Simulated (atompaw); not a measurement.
fluorine (F) PAW (atompaw): all-electron and pseudo phase curves

* Element: F (Z = 9)
* Generator: atompaw 4.2.0.5
* Type: PAW
* Functional: PBEsol
* Relativity: scalar-relativistic
* Frozen core: [He]
* Valence charge: 7
* Reference configuration: 2s2 2p5
* Partial waves: 2s (bound): rc 0.50 bohr; 2s channel at -1.8 Ry: rc 0.50 bohr; 2p (bound): rc 0.80 bohr; 2p channel at -0.45 Ry: rc 0.80 bohr; 3d channel at 0.45 Ry: rc 0.90 bohr; 3d channel at 1.75 Ry: rc 0.90 bohr
* Local potential: troulliermartins scheme with l = 3 at -0.5 Ry, radius 0.65 bohr
* Core correction: smooth core density matched at 0.80 bohr
* Augmentation charge: besselshape compensation charge, radius 0.85 bohr; PAW radius 0.90 bohr; waves and projectors: custom polynom vanderbiltortho

The phase is arctan(r·u′/u) with u = r·R(r), unwrapped; energies in Ry, scanned from -4 to 5 Ry. A pole is an energy at which the radial function vanishes at the test radius. The pseudo phase is shifted by a multiple of π to meet the all-electron one at the reference energy, and phase errors are pseudo minus all-electron; the curves can meet again beyond the range given. Levels narrower than the energy grid can be missing from the lists of poles.

| channel | radius (bohr) | reference energy (Ry) | poles, all-electron | poles, pseudo | unbroken range about the reference energy with phases within 0.05 rad | phase error 1 Ry above the reference energy (rad) |
| --- | --- | --- | --- | --- | --- | --- |
| s | 0.90 | -2.18 | none | none | the whole range | +0.000 |
| p | 0.90 | -0.81 | none | none | the whole range | +0.000 |
| d | 0.90 | 0.45 | none | none | the whole range | +0.000 |

Note: ghost state, extra bound levels that the all-electron valence spectrum of the same l lacks: s at -624.5 eV. A true bound ghost makes a file unfit for plane-wave use.

Phases in the p channel:

```tsv
E (Ry)	all-electron	pseudo
-4.00	0.763	0.763
-3.76	0.721	0.721
-3.52	0.675	0.675
-3.28	0.624	0.624
-3.04	0.566	0.566
-2.80	0.501	0.501
-2.56	0.428	0.428
-2.32	0.347	0.347
-2.08	0.257	0.257
-1.84	0.158	0.158
-1.60	0.051	0.051
-1.36	-0.062	-0.062
-1.12	-0.179	-0.179
-0.88	-0.297	-0.297
-0.64	-0.413	-0.413
-0.40	-0.524	-0.524
-0.16	-0.628	-0.628
0.08	-0.723	-0.723
0.32	-0.810	-0.810
0.56	-0.888	-0.888
0.80	-0.958	-0.958
1.04	-1.020	-1.020
1.28	-1.076	-1.076
1.52	-1.126	-1.126
1.76	-1.171	-1.171
2.00	-1.211	-1.211
2.24	-1.247	-1.247
2.48	-1.280	-1.280
2.72	-1.310	-1.310
2.96	-1.337	-1.337
3.20	-1.362	-1.362
3.44	-1.385	-1.385
3.68	-1.406	-1.406
3.92	-1.425	-1.425
4.16	-1.444	-1.444
4.40	-1.461	-1.461
4.64	-1.477	-1.477
4.88	-1.492	-1.492
```
